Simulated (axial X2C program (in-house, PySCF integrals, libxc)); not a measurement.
## Ionising GeCl

Computed with an axial X2C code built on PySCF integrals, spin-free (one-electron X2C) or two-component (2c: spin–orbit coupling with atomic mean-field Coulomb and Gaunt terms, which also bring small scalar terms), in Dyall basis sets with cores contracted in-house; open shells are unrestricted.

Basis sets: Cl dyall-av3z, Ge dyall-cv3z. Frozen shells (counts by l): GeCl Ge 3s2p1d, Cl 2s1p, 11 electrons correlated; GeCl⁺ Ge 3s2p1d, Cl 2s1p, 10 electrons correlated. Coupled cluster in natural virtuals with an MP2 remainder. Where the outer core of a metal is frozen, bonds come out longer and ionisation energies lower.

```
Hamiltonian    level        GeCl state  Re (Å)  ωe (cm⁻¹)  De (eV)
  spin-free       HF  M_S = 1/2, Λ = 1   2.192      395.0     2.62
  spin-free     PBE0  M_S = 1/2, Λ = 1   2.177      400.3     4.05
  spin-free      MP2  M_S = 1/2, Λ = 1   2.186      400.6     4.05
         2c       HF           Ω = 1/2   2.193      394.2      n/a
         2c     PBE0           Ω = 1/2   2.178      399.5      n/a
         2c      MP2           Ω = 1/2   2.187      399.9      n/a
         2c     CCSD           Ω = 1/2   2.191      396.7      n/a
         2c  CCSD(T)           Ω = 1/2   2.194      394.3      n/a
```

Adiabatic ionisation energy (minimum to minimum, no zero-point term) and constants of GeCl⁺:

```tsv
Hamiltonian	level	GeCl⁺ state	IE (eV)	Re (Å)	ωe (cm⁻¹)	De (eV)	fragments
spin-free	HF	M_S = 0, Λ = 0	6.94	2.054	519.1	3.08	Ge+ + Cl
spin-free	PBE0	M_S = 0, Λ = 0	7.32	2.060	503.5	4.65	Ge+ + Cl
spin-free	MP2	M_S = 0, Λ = 0	7.17	2.065	508.5	4.63	Ge+ + Cl
2c	HF	Ω = 0	7.00	2.055	518.8	n/a	Ge+ + Cl
2c	PBE0	Ω = 0	7.38	2.061	503.2	n/a	Ge+ + Cl
2c	MP2	Ω = 0	7.23	2.066	508.2	4.47	Ge+ + Cl
2c	CCSD	Ω = 0	7.31	2.066	506.2	4.14	Ge+ + Cl
2c	CCSD(T)	Ω = 0	7.29	2.073	497.9	4.31	Ge+ + Cl
```

Task: Add the zero-point terms to the ionisation energy at CCSD(T), 2c, and say whether the electron removed was bonding.

Result: IE0 = IE + (ωe⁺ − ωe)/2 = 7.29 + (0.006) = 7.30 eV. Re changes by -0.121 Å, so the bond shortens, as on loss of an antibonding or a polarising non-bonding electron.

Each entry is the lowest single determinant of a limited PBE0 search at one distance. De goes to single-determinant-based atoms at the same level (for ions the charge split of lowest energy) and is withheld (n/a) where an atom does not fit its ground term or J level. Main or longest-lived isotopes. The functionals have no current term, which raises determinants with orbital currents.
